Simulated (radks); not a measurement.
Tm+, 68 electrons, occupied as [Kr] 4d10 4f13 5s2 5p5 6s1 5d1 (not the ground configuration).

Calculated with a radial shooting solver on a logarithmic mesh with Libxc functionals: non-relativistic Kohn-Sham, PBE, spin-polarised, spherical densities, point nucleus; open shells are filled with parallel spins first (spin-orbit coupling, left out, can overturn this in heavy ions); relativity is left out, which matters for an element this heavy.

Energy parts (eV):
total: -352191.82
kinetic: 352093.64
electron-nucleus: -837652.75
Hartree: 140781.53
exchange-correlation: -7414.23

Orbitals (lengths in bohr, moments of r in powers of bohr; r(max) is where P^2 peaks):
| orbital | occ. | eigenvalue (eV) | <r> | r(max) |
|---|---|---|---|---|
| 1s up | 1 | -55088.60 | 0.02197 | 0.01457 |
| 1s down | 1 | -55088.53 | 0.02197 | 0.01457 |
| 2s up | 1 | -8914.870 | 0.09314 | 0.07958 |
| 2s down | 1 | -8914.784 | 0.09314 | 0.07958 |
| 2p up | 3 | -8515.812 | 0.07888 | 0.06187 |
| 2p down | 3 | -8515.717 | 0.07888 | 0.06187 |
| 3s up | 1 | -1993.967 | 0.2383 | 0.2200 |
| 3s down | 1 | -1993.392 | 0.2383 | 0.2200 |
| 3p up | 3 | -1812.509 | 0.2282 | 0.2078 |
| 3p down | 3 | -1811.972 | 0.2281 | 0.2078 |
| 3d up | 5 | -1474.404 | 0.2012 | 0.1648 |
| 3d down | 5 | -1473.993 | 0.2011 | 0.1648 |
| 4s up | 1 | -388.1443 | 0.5363 | 0.4989 |
| 4s down | 1 | -387.1601 | 0.5363 | 0.4990 |
| 4p up | 3 | -314.8464 | 0.5470 | 0.5019 |
| 4p down | 3 | -313.8561 | 0.5470 | 0.5019 |
| 4d up | 5 | -182.7796 | 0.5742 | 0.5033 |
| 4d down | 5 | -181.7648 | 0.5741 | 0.5034 |
| 5s up | 1 | -54.4507 | 1.332 | 1.183 |
| 5s down | 1 | -52.7424 | 1.330 | 1.181 |
| 5p up | 3 | -35.1339 | 1.505 | 1.295 |
| 5p down | 2 | -33.3725 | 1.503 | 1.293 |
| 4f up | 7 | -17.2969 | 0.7566 | 0.4880 |
| 4f down | 6 | -16.1060 | 0.7516 | 0.4880 |
| 6s up | 1 | -9.5483 | 3.657 | 3.233 |
| 5d up | 1 | -9.1838 | 2.440 | 1.819 |
| 6s down | 0 | -7.8989 | 3.641 | 3.216 |
| 5d down | 0 | -7.4420 | 2.450 | 1.823 |

The highest occupied level is 5d up at -9.184 eV. Summed over all electrons, <r^2> = 56.37 bohr^2, which gives a Langevin (diamagnetic) susceptibility term of -44.6 x 10^-6 cm^3/mol. The electron density at the nucleus is 2.346e+05 e/bohr^3. The density falls to 0.001 e/bohr^3 at r = 4.56 bohr. The spin density at the nucleus is 8.84 e/bohr^3 (1s -0.12, 2s -0.07, 3s -0.76, 4s 0.34, 5s -0.57, 6s 10.02). Spin moment in Bohr magnetons: 4. Virial ratio -V/T = 2.00028.
